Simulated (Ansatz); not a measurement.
One change: `C=COB(O)Cl` becomes `OB(O)Cl`.

Ansatz, PBE0-D4/def2-TZVP geometries, multiplicity 1. Each molecule was computed in one conformer, which needn't be the lowest.

```tsv
property	`C=COB(O)Cl`
HOMO–LUMO gap (PBE0/def2-TZVPP) / eV	7.37
size of the dipole moment (B3LYP/def2-TZVPP) / D	1.67
size of the dipole moment (PBE/def2-TZVPP) / D	1.64
LUMO energy (ωB97M-V/def2-TZVPP) / eV	2.01
HOMO–LUMO gap (ωB97M-V/def2-TZVPP) / eV	11.57
HOMO energy (ωB97M-V/def2-TZVPP) / eV	-9.56
```

Give the same properties after the change, and the shifts. (Estimate.)

Computed: 
```tsv
property	`OB(O)Cl`	shift
HOMO–LUMO gap (PBE0/def2-TZVPP) / eV	9.67	2.30
size of the dipole moment (B3LYP/def2-TZVPP) / D	1.93	0.26
size of the dipole moment (PBE/def2-TZVPP) / D	1.92	0.28
LUMO energy (ωB97M-V/def2-TZVPP) / eV	1.91	-0.10
HOMO–LUMO gap (ωB97M-V/def2-TZVPP) / eV	13.37	1.80
HOMO energy (ωB97M-V/def2-TZVPP) / eV	-11.46	-1.90
```

With PBE0 the HOMO falls by 1.82 eV and the LUMO rises by 0.48 eV, so the gap widens by about 2.30 eV. PBE moves the HOMO by -1.48 eV and ωB97M-V by -1.90 eV. Dipoles are sizes alone; their direction can turn.

B3LYP here is the variant with VWN-RPA as its local correlation; programs differ in this.
